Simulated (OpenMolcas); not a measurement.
## What dynamic correlation does to the levels of Ti2+

| Property | Result |
| --- | --- |
| Program | OpenMolcas |
| Basis | ANO-RCC-VQZP [7s6p4d3f2g1h] |
| Scalar Hamiltonian | DKH2, point nucleus |
| Active space | 2 electrons in 5 orbitals (3d) |
| State averaging | 2S+1 = 3 even, 10 roots; 2S+1 = 1 even, 15 roots |
| Spin-orbit coupling | RASSI with atomic mean-field integrals over the reference wave functions, term energies averaged over their components |

Methods on the same reference wave functions:
A. CASSCF
B. SS-CASPT2, IPEA 0.25 Eh, imaginary shift 0.1 Eh (closed shells correlated: 3s 3p)

Energies in eV above 3d2 3F2, the measured ground level; measured values from Corliss and Sugar, J. Phys. Chem. Ref. Data 8, 1 (1979).

```
  Level       A       B  Measured
3d2 3F2  0.0000  0.0000    0.0000
3d2 3F3  0.0242  0.0244    0.0229
3d2 3F4  0.0558  0.0560    0.0521
3d2 1D2  1.4064   0.940    1.0506
3d2 3P0  1.6816   1.360    1.3066
3d2 3P1  1.6900   1.368    1.3147
3d2 3P2  1.7075   1.385    1.3293
3d2 1G4  2.1666   1.768    1.7851
3d2 1S0  5.2530   3.910    4.0264
```

Deviations, from unrounded energies. A percentage is the sum of absolute deviations over the sum of measured energies, with the sign that they share, or ± where signs differ.

```json
{"Against measurement": "mean absolute deviation (cm-1)", "Levels": "8", "A": "3100", "B": "410"}
{"Against measurement": "fine structure of the ground term (%)", "Levels": "2", "A": "+6.6", "B": "+7.2"}
{"Against measurement": "other terms of the ground configuration (%)", "Levels": "6", "A": "+28.6", "B": "±3.8"}
```

B lies closest to measurement on these levels. The largest miss of B in the table is 3d2 1S0, by -940 cm-1. The ranking rests on the paired levels alone, and a cruder setting can come out closer through cancelling errors.

From A to B the spin-free energies of the other terms of 3d2 shown, above 3F, scale by factors of 0.66 to 0.81.

The lowest spin-free term lies below A's lowest term by 0.336 hartree in B.

Term energies are means over components that CASPT2 splits; among the terms shown or strongly mixed into the levels shown the widest spread is 870 cm-1 (3d2 1G, B). Without dynamic correlation excited terms often stand tens of per cent too high (terms of higher spin than the ground term too low), and those without a measured partner can miss by more than the paired ones (holds for A). Computed and measured levels are paired by configuration, term and J; levels that our copy of the source lacks, or whose pairing is in doubt (as where it misses far off the trend of its configuration), stay unpaired and out of the deviations. Only configurations of the active space appear.
